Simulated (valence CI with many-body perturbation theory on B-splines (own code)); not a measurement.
**E1 transitions of Xe⁴⁸⁺**

Calculated by configuration interaction combined with many-body perturbation theory (CI+MBPT): four valence electrons over a frozen Dirac-Fock core [He], radial functions for each j: 11 s, 11 p, 9 d, 7 f, 5 g, 2 h, 1 i, with the one-electron correlation potential Σ1, the two-electron term Σ2, the three-electron term Σ3, Breit, model QED; selected CI, second order for the rest (own B-spline code, finite nucleus).

The last digits are not significant, and no measured levels were compared; by estimate large intervals hold to a few tenths of a per cent, small ones and those within an open d or f shell to about a per cent. Among the levels kept, up to 270 cm⁻¹ of a level comes from second order outside the variational space, and about a tenth of that is noise between levels of different J, which matters for small intervals.

Lines 51 to 100 of 268 in falling wavelength, among levels below 47204 × 10³ cm⁻¹, chosen from the strongest by gf and those to the six lowest levels. Wavelengths and rates use the calculated energies. Electric multipoles are in the length gauge, E1 and E2 with the static RPA response of the core. Weak lines are less certain than strong ones. Lines between different terms over intervals too small for the method are left out, as are lines whose strength nearly cancels. The highest levels of a list are the least certain.

Levels are named by their leading jj configuration (3d3/2^4 stands for four electrons in 3d with j = 3/2), which in mixed levels can hold well under half, so a name can repeat and another be missing. Letters in brackets count levels of one name in rising energy.

| λ vac (nm) | Upper | Lower | A (s⁻¹) | S (a.u.) with core polarisation | S without |
| --- | --- | --- | --- | --- | --- |
| 6.778 | (2s^2 2p3/2 3p3/2) J=2 | (2s^2 2p3/2 3s) J=2 | 3.80e+10 | 2.92e-02 | 2.92e-02 |
| 6.772 | (2s^2 2p1/2 3p3/2) J=1 | (2s^2 2p1/2 3s) J=0 | 5.93e+10 | 2.72e-02 | 2.73e-02 |
| 6.750 | (2s 2p1/2^2 3p3/2) J=2 | (2s 2p1/2^2 3s) J=1 | 3.54e+10 | 2.69e-02 | 2.69e-02 |
| 6.712 | (2p1/2^2 2p3/2 3s) J=2 | (2s 2p1/2 2p3/2 3s) J=2 [c] | 3.35e+10 | 2.50e-02 | 2.50e-02 |
| 6.673 | (2s 2p1/2^2 2p3/2) J=2 | (2s^2 2p1/2 2p3/2) J=1 | 8.79e+09 | 6.45e-03 | 6.46e-03 |
| 6.626 | (2s 2p1/2 2p3/2 3p3/2) J=3 [b] | (2s 2p1/2 2p3/2 3s) J=3 | 5.88e+10 | 5.91e-02 | 5.92e-02 |
| 5.425 | (2s 2p1/2 2p3/2^2) J=1 [a] | (2s^2 2p3/2^2) J=2 | 1.04e+10 | 2.46e-03 | 2.47e-03 |
| 5.367 | (2s 2p1/2^2 2p3/2) J=1 | (2s^2 2p1/2 2p3/2) J=2 | 2.31e+10 | 5.29e-03 | 5.30e-03 |
| 5.193 | (2s 2p1/2 2p3/2^2) J=2 [b] | (2s^2 2p3/2^2) J=2 | 1.27e+10 | 4.38e-03 | 4.39e-03 |
| 5.119 | (2s 2p1/2 2p3/2^2) J=1 [b] | (2s^2 2p3/2^2) J=2 | 3.41e+09 | 6.78e-04 | 6.79e-04 |
| 5.027 | (2s 2p1/2^2 2p3/2) J=1 | (2s^2 2p1/2 2p3/2) J=1 | 5.01e+09 | 9.41e-04 | 9.44e-04 |
| 4.729 | (2p1/2^2 2p3/2^2) J=2 | (2s 2p1/2 2p3/2^2) J=3 | 6.61e+10 | 1.73e-02 | 1.73e-02 |
| 2.468 | (2s 2p1/2 2p3/2^2) J=2 [a] | (2s^2 2p1/2 2p3/2) J=1 | 1.76e+11 | 6.55e-03 | 6.56e-03 |
| 2.377 | (2s 2p1/2 2p3/2^2) J=3 | (2s^2 2p1/2 2p3/2) J=2 | 1.62e+11 | 7.52e-03 | 7.53e-03 |
| 2.275 | (2s 2p1/2 2p3/2 3d5/2) J=2 [b] | (2s^2 2p1/2 3d3/2) J=2 | 2.98e+11 | 8.67e-03 | 8.69e-03 |
| 2.268 | (2s 2p3/2^3) J=2 | (2s^2 2p3/2^2) J=2 | 6.48e+11 | 1.86e-02 | 1.87e-02 |
| 2.255 | (2s 2p1/2 2p3/2 3d5/2) J=3 [c] | (2s^2 2p1/2 3d5/2) J=2 | 6.50e+11 | 2.57e-02 | 2.58e-02 |
| 2.252 | (2s 2p1/2 2p3/2 3d5/2) J=4 [c] | (2s^2 2p1/2 3d5/2) J=3 | 5.75e+11 | 2.92e-02 | 2.93e-02 |
| 2.245 | (2p1/2 2p3/2^3) J=1 | (2s 2p1/2 2p3/2^2) J=1 [a] | 6.16e+11 | 1.03e-02 | 1.03e-02 |
| 2.243 | (2s 2p1/2 2p3/2 3p3/2) J=3 [c] | (2s^2 2p1/2 3p3/2) J=2 | 6.47e+11 | 2.52e-02 | 2.53e-02 |
| 2.243 | (2p1/2^2 2p3/2^2) J=2 | (2s 2p1/2^2 2p3/2) J=1 | 4.92e+11 | 1.37e-02 | 1.37e-02 |
| 2.224 | (2p3/2^4) J=0 | (2s 2p3/2^3) J=1 | 2.49e+12 | 1.35e-02 | 1.36e-02 |
| 2.221 | (2p1/2 2p3/2^3) J=2 | (2s 2p1/2 2p3/2^2) J=2 [b] | 1.06e+12 | 2.87e-02 | 2.87e-02 |
| 2.220 | (2s 2p1/2 2p3/2 3d3/2) J=3 [c] | (2s^2 2p1/2 3d3/2) J=2 | 5.53e+11 | 2.09e-02 | 2.09e-02 |
| 2.214 | (2s 2p1/2 2p3/2 3p1/2) J=1 [b] | (2s^2 2p1/2 3p1/2) J=1 | 8.25e+11 | 1.33e-02 | 1.33e-02 |
| 2.212 | (2s 2p1/2 2p3/2 3p1/2) J=2 [c] | (2s^2 2p1/2 3p1/2) J=1 | 6.74e+11 | 1.80e-02 | 1.80e-02 |
| 2.209 | (2s 2p1/2 2p3/2 3p3/2) J=2 [c] | (2s 2p1/2^2 3s) J=1 | 5.46e+11 | 1.45e-02 | 1.45e-02 |
| 2.209 | (2s 2p1/2 2p3/2 3p1/2) J=1 [c] | (2s^2 2p1/2 3p1/2) J=0 | 6.67e+11 | 1.06e-02 | 1.07e-02 |
| 2.206 | (2s 2p1/2 2p3/2 3s) J=1 [b] | (2s^2 2p1/2 3s) J=0 | 5.12e+11 | 8.14e-03 | 8.16e-03 |
| 2.205 | (2s 2p1/2 2p3/2 3p3/2) J=2 [d] | (2s^2 2p1/2 3p3/2) J=2 | 7.61e+11 | 2.01e-02 | 2.02e-02 |
| 2.204 | (2s 2p1/2 2p3/2 3s) J=1 [c] | (2s^2 2p1/2 3s) J=1 | 6.22e+11 | 9.85e-03 | 9.87e-03 |
| 2.194 | (2s 2p1/2 2p3/2 3d3/2) J=1 [c] | (2s^2 2p1/2 3d3/2) J=2 | 8.84e+11 | 1.38e-02 | 1.39e-02 |
| 2.193 | (2s 2p1/2 2p3/2 3d3/2) J=2 [d] | (2s 2p1/2^2 3p1/2) J=1 | 4.05e+11 | 1.05e-02 | 1.06e-02 |
| 2.193 | (2s 2p1/2 2p3/2 3s) J=2 [c] | (2s^2 2p1/2 3s) J=1 | 6.54e+11 | 1.70e-02 | 1.70e-02 |
| 2.190 | (2s 2p1/2 2p3/2 3d3/2) J=2 [c] | (2s^2 2p1/2 3d3/2) J=2 | 4.36e+11 | 1.13e-02 | 1.13e-02 |
| 2.190 | (2p1/2^2 2p3/2 3p1/2) J=2 | (2s^2 2p1/2 3d3/2) J=1 | 4.77e+11 | 1.24e-02 | 1.24e-02 |
| 2.180 | (2s 2p1/2 2p3/2 3p3/2) J=1 [d] | (2s^2 2p1/2 3p3/2) J=2 | 5.40e+11 | 8.27e-03 | 8.29e-03 |
| 2.176 | (2p1/2^2 2p3/2 3s) J=2 | (2s^2 2p1/2 3p3/2) J=1 | 4.87e+11 | 1.24e-02 | 1.24e-02 |
| 2.161 | (2s 2p1/2 2p3/2^2) J=1 [a] | (2s^2 2p1/2 2p3/2) J=2 | 3.53e+10 | 5.28e-04 | 5.29e-04 |
| 2.158 | (2s 2p1/2 2p3/2^2) J=0 | (2s^2 2p1/2 2p3/2) J=1 | 6.83e+11 | 3.39e-03 | 3.40e-03 |
| 2.141 | (2s 2p1/2^2 2p3/2) J=1 | (2s^2 2p1/2^2) J=0 | 8.08e+11 | 1.17e-02 | 1.18e-02 |
| 2.124 | (2s 2p1/2 2p3/2^2) J=2 [b] | (2s^2 2p1/2 2p3/2) J=2 | 1.19e+12 | 2.81e-02 | 2.82e-02 |
| 2.111 | (2s 2p1/2 2p3/2^2) J=1 [b] | (2s^2 2p1/2 2p3/2) J=2 | 9.55e+11 | 1.33e-02 | 1.33e-02 |
| 2.104 | (2s 2p1/2 2p3/2^2) J=1 [a] | (2s^2 2p1/2 2p3/2) J=1 | 1.21e+12 | 1.67e-02 | 1.68e-02 |
| 2.077 | (2p1/2^2 2p3/2^2) J=0 | (2s 2p1/2^2 2p3/2) J=1 | 1.37e+12 | 6.06e-03 | 6.07e-03 |
| 2.068 | (2s 2p1/2 2p3/2^2) J=2 [b] | (2s^2 2p1/2 2p3/2) J=1 | 7.16e+10 | 1.56e-03 | 1.57e-03 |
| 2.053 | (2s 2p3/2^3) J=1 | (2s^2 2p3/2^2) J=2 | 1.33e+12 | 1.70e-02 | 1.71e-02 |
| 2.020 | (2p1/2^2 2p3/2^2) J=2 | (2s 2p1/2^2 2p3/2) J=2 | 6.00e+11 | 1.22e-02 | 1.22e-02 |
| 1.998 | (2p1/2 2p3/2^3) J=2 | (2s 2p1/2 2p3/2^2) J=3 | 3.62e+11 | 7.13e-03 | 7.14e-03 |
| 0.2687 | (2s 2p1/2^2 3s) J=1 | (2s 2p1/2^2 2p3/2) J=1 | 3.06e+12 | 8.78e-05 | 8.76e-05 |
